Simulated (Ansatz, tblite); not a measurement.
Cost and result up the ladder for Ge(vinyl)2H2 (C₄H₈Ge) (13 atoms). Charge 0, multiplicity 1. Geometry: PBE-D4/def2-SVP.

```xyz
13

Ge    0.7513   -0.2685    0.1409
C    -0.4678    0.4030    1.5140
C    -0.8984   -0.3425    2.5487
H    -0.8278    1.4437    1.4143
H    -0.5696   -1.3871    2.6905
H    -1.5983    0.0536    3.3055
C    -0.0972   -0.1998   -1.6191
C     0.3866    0.5247   -2.6451
H    -1.0301   -0.7762   -1.7604
H     1.3130    1.1186   -2.5531
H    -0.1173    0.5593   -3.6273
H     1.1173   -1.7308    0.5243
H     2.0382    0.6020    0.0667
```

Ansatz on 2 threads of AMD EPYC 7R13 on a shared host; xTB runs through tblite on one thread. Times are rough, summed over both states, and most runs start from the orbitals of an earlier one. PBE0-D4/def2-TZVP serves as the yardstick here, not as an exact answer. The other state is a triplet.

The xTB rows come from tblite.

xTB has no spin-polarisation term.

| level | functions | vertical triplet (eV) | difference from PBE0-D4/def2-TZVP (eV) |
| --- | --- | --- | --- |
| GFN2-xTB | 33 | 4.53 | 0.48 |
| GFN1-xTB | 41 | 4.54 | 0.48 |
| PBE-D4/def2-TZVP | 220 | 4.21 | 0.16 |
| PBE0-D4/def2-TZVP | 220 | 4.06 | 0.00 |
| r2SCAN-D4/def2-TZVP | 220 | 3.92 | -0.14 |

**Question.** Estimate how long each takes.

**Answer.** GFN2-xTB 0.01 s; GFN1-xTB 0.016 s; PBE-D4/def2-TZVP 7.4 s; PBE0-D4/def2-TZVP 16 s; r2SCAN-D4/def2-TZVP 17 s. On shared hardware such times vary by a factor of up to 3.
